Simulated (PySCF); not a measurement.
**Dipole response of Ca⁺ (calcium, charge +1)**

[Ar] 4s1, 2S determinant. Calculation: PySCF 2.14, in aug-cc-pwCVQZ-X2C; scalar relativity by spin-free X2C-1e. Coupled (time-dependent) response in atomic units; α is the mean over directions.

| method | mean α (bohr³) | C₆ (like pair) | S(−4) |
| --- | --- | --- | --- |
| PBE | 79.32 | 576.9 | 6055 |

S(−4) is the Cauchy moment in α(ω) = α(0) + S(−4) ω² + …

α(iu) at PBE:

```
u (hartree)  α(iu) (bohr³)
          0          79.32
     0.0500          66.70
      0.100          45.66
      0.200          21.55
      0.300          12.62
      0.500          6.655
      0.750          4.233
       1.00          3.088
       1.50          1.898
       2.00          1.282
       3.00         0.6932
       5.00         0.3011
```

For an ion, C₆ is the dispersion term alone; charge-induced terms of lower order in 1/R come first.
